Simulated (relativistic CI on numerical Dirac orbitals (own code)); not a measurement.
**Cr³⁺: M2,3 absorption edge**

Computed with this model: Dirac-Coulomb-Breit CI, KLI orbitals optimised for each configuration, a model potential for QED, valence Slater integrals scaled by 0.9, multiplet model of core-to-valence dipole absorption; configurations [Ar] 3d3 → [Ne] 3s2 3p5 3d4; 80 K; Lorentzian 0.48 eV and Gaussian 0.3 eV FWHM. Energies are those of the free ion, without screening or charge transfer. The branching ratio is the share of the lower-energy edge in the whole absorption, uncertain by about 0.02 where the edges overlap. S is read from ⟨S²⟩ = S(S + 1).

Field parameters in Wybourne normalisation: Td as Oh with Dq negative (B⁴₀ = 21Dq, B⁴₄ = √(5/14) B⁴₀). The field is a parameter set, without covalency.

free ion: ground-state S = 1.50, centroid 55.52 eV. Peaks (eV, height): 49.6 (26), 50.8 (63), 53.6 (10), 55.2 (99), 61.4 (100).

Td, 10Dq = -1800 cm⁻¹: ground-state S = 1.50, centroid 55.57 eV. Peaks (eV, height): 49.6 (24), 50.9 (62), 53.8 (12), 55.4 (93), 61.5 (100).

Td, 10Dq = -4150 cm⁻¹: ground-state S = 1.50, centroid 55.61 eV. Peaks (eV, height): 49.7 (28), 51.1 (62), 53.9 (16), 55.6 (100), 61.6 (100).

Td, 10Dq = -6450 cm⁻¹: ground-state S = 1.50, centroid 55.64 eV. Peaks (eV, height): 49.9 (30), 51.1 (58), 54.0 (19), 55.8 (100), 61.6 (96).

Td, 10Dq = -8750 cm⁻¹: ground-state S = 1.50, centroid 55.68 eV. Peaks (eV, height): 50.1 (33), 51.2 (56), 52.3 (23), 54.2 (23), 56.1 (100), 61.7 (100), 62.5 (38).

Td, 10Dq = -11050 cm⁻¹: ground-state S = 1.50, centroid 55.71 eV. Peaks (eV, height): 50.3 (36), 51.2 (55), 52.7 (23), 54.3 (27), 56.3 (97), 61.8 (100), 62.8 (32).

Strongest unbroadened transitions for free ion:

```tsv
Energy (eV)	Relative strength
43.96	4.3
44.72	1.2
45.20	3.8
48.29	2.3
49.55	28.1
50.83	15.1
50.84	61.5
50.88	1.9
51.36	2.3
53.55	6.3
53.59	1.7
55.18	100.0
55.27	2.3
55.30	25.2
61.38	89.4
61.40	2.6
61.43	34.0
61.49	2.3
```
